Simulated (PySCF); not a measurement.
ZrH₂, SMILES [ZrH2] (connectivity only; charge and spin as stated), neutral, multiplicity 3. Atoms are numbered in the order given.

```xyz
3

Zr     0.0000     0.0000     0.0463
H      0.0000     1.5863    -0.9262
H      0.0000    -1.5863    -0.9262
```
Charge 0, spin multiplicity 3.

Coordinates come from a PBE-D3(BJ)/def2-TZVPD optimisation. The multiplicity is an assumed one; other spin states were not compared. The def2 effective core potentials stand for the cores of Zr; spin–orbit coupling is left out.

Calculation: PySCF with r2SCAN/def2-TZVPD.

Gas-phase values at a fixed geometry.

```json
{
 "total_energy": "-48.13604 hartree",
 "point_group": "C2v",
 "α spin, highest occupied and lowest empty level": "-4.19 and -2.88 eV",
 "β spin, highest occupied and lowest empty level": "-6.55 and -2.01 eV",
 "dipole_moment": "2.64 D",
 "quadrupole, principal values (traceless, Buckingham form, about the centre of nuclear charge)": "-4.35, 1.07, 3.27 D·Å",
 "mean_static_polarisability": "83.4 bohr³ (12.36 Å³)",
 "polarisability_principal_values": "63.2, 90.9, 96.0 bohr³",
 "⟨S²⟩": "2.010 (pure state 2.00)"
}
```
